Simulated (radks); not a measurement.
The numbers below are computed, except where a source is named.
Neutral cobalt inside a hard spherical wall (all orbitals vanish at R), configuration held at [Ar] 3d7 4s2 and not refilled when levels cross. Code: a radial shooting solver on a logarithmic mesh with Libxc functionals. Model: non-relativistic Kohn-Sham, LDA (Slater exchange, VWN5 correlation), spin-polarised, spherical densities, point nucleus; open shells are filled with parallel spins first. Eigenvalues in eV for spin up, with the zero of energy where the potential of the charges vanishes at infinity; a dash marks a level that is unbound or too diffuse for the functional's potential to be trusted. A positive occupied level is held by the wall or, in an anion where self-interaction has pushed it up, behind a barrier. The pressure on the wall is -dE/dV.

\begin{tabular}{lrrrrrrrrr}
R (bohr) & E (hartree) & kinetic (hartree) & e(3s) & e(3p) & e(3d) & e(4s) & e(4p, empty) & e(5s, empty) & pressure (GPa) \\ \hline
free & -1380.16730 & 1378.553 & -100.68 & -66.267 & -9.925 & -5.806 & -1.509 & -0.037 & 0 \\
20 & -1380.16730 & 1378.553 & -100.68 & -66.267 & -9.925 & -5.806 & -1.509 & 0.072 & < 0.0001 \\
12 & -1380.16728 & 1378.553 & -100.67 & -66.265 & -9.922 & -5.804 & -1.490 & 0.749 & 0.000367 \\
7 & -1380.15910 & 1378.612 & -100.28 & -65.875 & -9.541 & -5.452 & -0.697 & 5.988 & 0.466 \\
5 & -1380.07798 & 1379.002 & -98.500 & -64.097 & -7.828 & -3.472 & 2.438 & 19.065 & 10.2 \\
4 & -1379.85230 & 1379.882 & -95.581 & -61.207 & -5.048 & 0.555 & 7.971 & 38.774 & 60.7 \\
3.5 & -1379.54600 & 1380.971 & -92.700 & -58.371 & -2.276 & 5.225 & 13.951 & 58.324 & 167 \\
2 & -1372.37593 & 1403.910 & -61.610 & -27.219 & 31.623 & 85.115 & 102.84 & 294.43 & 9730 \\
\end{tabular}
